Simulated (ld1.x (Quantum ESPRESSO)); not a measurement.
**Before and after: TM potential for niobium**

```json
{"Element": "Nb", "Generator": "ld1.x (Quantum ESPRESSO) 7.5", "Type": "norm-conserving Troullier–Martins (Kleinman–Bylander form)", "Functional": "PBE", "Relativity": "scalar-relativistic", "Frozen core": "[Ar] 3d10", "Valence charge": "13", "Reference configuration": "4s2 4p6 4d2 5s0 5p0 (charge +3)", "Partial waves": "4s (bound): rc 1.45 bohr; 4p (bound): rc 1.65 bohr; 4d (bound): rc 1.90 bohr", "Local potential": "all-electron potential smoothed inside 1.30 bohr (lloc = -2)", "Core correction": "none"}
```

Change: wave 4s (bound): rc 1.45 bohr becomes 4s (bound): rc 1.26 bohr.

Cutoffs: the cutoffs (Ry, on a coarse ladder) from which the occupation-weighted sum of valence levels, in a spherical-Bessel basis at the reference potential, stays within 10 and 1 mRy of its value at 400 Ry; they do not see the model core or the augmentation charge, which bear on the density cutoff. Errors are all-electron minus pseudo energies relative to the spin-unpolarised reference configuration.

**Question.** Predict the effect on cutoff, ghosts and configuration errors.

**Answer.** The potential gets harder (70 Ry and 120 Ry → 80 Ry and 140 Ry); of the 7 tests that both files solve, the error grows in 0 and shrinks in 3 by more than 15 % and 0.3 meV (median size 7.1 → 7.0 meV); neither file shows a bound ghost. A smaller radius makes the pseudo-wave follow the all-electron one further in, where it bends more sharply, so more plane waves are needed. Less of the atom is replaced, so other configurations are described better.

```tsv
quantity	base	changed
cutoff, loose	70 Ry	80 Ry
cutoff, tight	120 Ry	140 Ry
loose cutoff by channel (10 mRy a level)	s 60 Ry, p 21 Ry, d 30 Ry	s 70 Ry, p 21 Ry, d 30 Ry
bound ghosts	none	none
error for 4s2 4p6 4d4 5s1 5p0, meV [ΔE -45.40 eV]	+104	+58
error for 4s2 4p6 4d4 5s0 5p0, meV [ΔE -38.76 eV]	+5.9	+6.1
error for 4s2 4p6 4d3 5s0 5p0, meV [ΔE -24.72 eV]	+3.3	+3.3
error for 4s2 4p6 4d5 5s0 5p0, meV [ΔE -44.13 eV]	+5.9	+6.1
error for 4s2 4p6 4d3 5s2 5p0, meV [ΔE -45.92 eV]	+244	+131
error for 4s1 4p6 4d4 5s1 5p0, meV [ΔE 18.61 eV]	+137	+60
error for 4s2 4p6 4d1 5s0 5p0, meV [ΔE 36.91 eV]	+7.1	+7.0
s: phases at 2.05 bohr within 0.05 rad from the reference energy up to (Ry; the scan ends near 5)	-1.7	-1.2
p: phases at 2.05 bohr within 0.05 rad from the reference energy up to (Ry; the scan ends near 5)	-0.2	-0.2
d: phases at 2.05 bohr within 0.05 rad from the reference energy up to (Ry; the scan ends near 5)	3.6	3.6
```
